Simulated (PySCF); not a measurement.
Unknowns

PySCF 2.14 calculation with GIAO PBE0/pcSseg-1 shieldings and geometry: GFN2-xTB; a single conformation, gas phase, non-relativistic, averaged over atoms made equivalent by symmetry, fast rotation or ring inversion.

δ = σ(ref) − σ, references computed at the same level: ¹H (31.72 ppm) and ¹³C (186.93 ppm) against TMS. Splittings of carbon signals by F and P are missing where no couplings were computed. Where no couplings were computed, multiplicities follow the n + 1 count of equivalent neighbours, and m marks all less simple cases (inequivalent or close neighbours, rings, F or P nearby). Acid and N–H amide carbonyl carbons lie up to 10 ppm further downfield in solution (hydrogen bonding). Shifts are as computed. Against solution values, carbons near 30 ppm lie about +3 ppm off and those near 130 ppm about +5 ppm. Of 1211 compounds with measured shifts, 218 miss one by over three times the rms of a fit or turn the order of signals round; such compounds aren't used in these exercises. OH and NH positions are gas-phase values without hydrogen bonding to other molecules.

Question: C5H10FN. ¹H NMR (500 MHz, computed): δ 5.15 (m, 2H), 3.02 (q, 2H), 2.28 (s, 3H), 1.47 (t, 3H). ¹³C{¹H} NMR (computed): δ 173.5 (C), 85.0 (CH2), 46.1 (CH2), 27.0 (CH3), 20.9 (CH3). Identify the compound.

Answer: `CC/N=C(/C)CF`. The formula gives 1 degree of unsaturation (no ring in the answer). 5 carbon signals for 5 carbons: no two carbons are equivalent. Carbon types of the structure: 1 × C, 2 × CH2, 2 × CH3, which accounts for all hydrogens. δC 173.5: C=N carbon. δC 85.0: sp3 CH2 bonded to F; pulled downfield by the heteroatom. δH 5.15: hydrogen on an sp3 CH2 bonded to F; its carbon carries F, an electronegative neighbour. δH 3.02: hydrogen on an sp3 CH2 bonded to N; its carbon carries N, an electronegative neighbour.

The shifts were computed for this structure.

Question: C6H9N3Si. ¹H NMR (600 MHz, computed): δ 7.64 (m, 1H), 6.87 (m, 1H), 5.33 (sept, 1H), 0.55 (d, 6H). ¹³C{¹H} NMR (computed): δ 139.8 (CH), 135.3 (C), 120.2 (CH), 119.6 (C), -0.5 (CH3). What is it?

Answer: SMILES C[SiH](C)n1ccc(C#N)n1. The formula gives 5 degrees of unsaturation (1 ring in the answer). 5 carbon signals for 6 carbons: some carbons are equivalent by symmetry or fast rotation. Carbon types of the structure: 2 × C, 2 × CH, 2 × CH3, leaving 1 H on heteroatoms. δC 139.8: aromatic CH next to a ring nitrogen. δC 135.3: substituted aromatic carbon next to a ring nitrogen. δC 120.2: aromatic CH. δC 119.6: nitrile carbon; typical of a nitrile.

The data come from this structure; uniqueness wasn't tested.

Question: C8H8O2. ¹H NMR (400 MHz, computed): δ 6.17 (br s, 1H), 5.62 (s, 2H), 2.53 (q, 2H), 1.32 (t, 3H). ¹³C{¹H} NMR (computed): δ 239.3 (C), 170.3 (C), 109.4 (C), 91.4 (C), 84.9 (CH2), 76.0 (C), 16.9 (CH2), 16.1 (CH3). What is it?

Answer: `CCC#CC(=C=C)C(=O)O`. The formula gives 5 degrees of unsaturation (no ring in the answer). 8 carbon signals for 8 carbons: no two carbons are equivalent. Carbon types of the structure: 5 × C, 2 × CH2, 1 × CH3, leaving 1 H on heteroatoms. δC 239.3: central carbon of an allene; the central sp carbon of an allene is among the most deshielded carbons of hydrocarbons. δC 170.3: carboxylic acid carbon; it is a carbonyl in resonance with an O or N lone pair, the region of acids, esters and amides. δC 109.4, 76.0: alkyne carbon. δC 91.4, 84.9: terminal carbon of a cumulated C=C=C unit.

This is the structure that produced the data.
